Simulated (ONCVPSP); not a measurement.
What one change does to a pseudopotential (Se, ONCV)

- Element: Se (Z = 34)
- Generator: ONCVPSP 4.0.1
- Type: optimised norm-conserving Vanderbilt (ONCV)
- Functional: LDA (Perdew-Zunger)
- Relativity: scalar-relativistic
- Frozen core: [Ar] 3d10
- Valence charge: 6
- Reference configuration: 4s2 4p4
- Partial waves: 4s: rc 1.20 bohr, ncon 3, nbas 7, qcut 4.5 1/bohr, 2 projectors, debl 2.7 Ha; 4p: rc 1.30 bohr, ncon 4, nbas 7, qcut 5.7 1/bohr, 3 projectors, debl 1.9 Ha
- Local potential: polynomial inside 0.80 bohr (lpopt 3, dvloc0 2 Ha)
- Core correction: none

All-electron outer shells of the reference configuration (LDA (Perdew-Zunger), scalar-relativistic, ld1.x):

| shell | level (eV) | outermost node (bohr) | outermost maximum (bohr) |
| --- | --- | --- | --- |
| 3p | -152.70 | 0.21 | 0.50 |
| 3d | -53.39 | – | 0.45 |
| 4s | -17.49 | 0.70 | 1.51 |
| 4p | -6.66 | 0.74 | 1.80 |

Change: p: qcut 8.6.

Cutoffs: the cutoffs (Ha) at which the residual kinetic energy of the hardest occupied pseudo-wave falls to 1 and 0.1 mHa per electron; they do not see the model core or the augmentation charge, which bear on the density cutoff. Errors are all-electron minus pseudo energies relative to the spin-unpolarised reference configuration.

How do hardness, ghosts and transferability respond?

The potential gets softer (71 Ha and 101 Ha → 32 Ha and 101 Ha); both files keep a bound ghost (p, s); of the 4 tests that both files solve, the error grows in 1 and shrinks in 0 by more than 15 % and 0.3 meV (median size 6.6 → 7.6 meV).

| quantity | base | changed |
| --- | --- | --- |
| cutoff, loose | 71 Ha | 32 Ha |
| cutoff, tight | 101 Ha | 101 Ha |
| loose cutoff by channel | s 30 Ha, p 71 Ha | s 30 Ha, p 32 Ha |
| bound ghosts | s, p | s, p |
| GHOST(+) flags under 300 eV | none | none |
| error for 4s2 4p3, meV [ΔE 11.01 eV] | 0.0 | +0.1 |
| error for 4s2 4p2, meV [ΔE 31.57 eV] | +8.2 | +8.4 |
| error for 4s2 4p1, meV [ΔE 62.72 eV] | +47 | +46 |
| error for 4s1 4p4, meV [ΔE 22.59 eV] | +5.0 | +6.9 |
| s: phases at 1.22 bohr within 0.05 rad from the reference energy up to (Ha; the scan ends near 5) | to the end of the scan | to the end of the scan |
| p: phases at 1.32 bohr within 0.05 rad from the reference energy up to (Ha; the scan ends near 5) | to the end of the scan | to the end of the scan |

 A true bound ghost makes a file unfit for plane-wave use even where its test errors are small: the radial tests pick states by their node count and pass the ghost by.
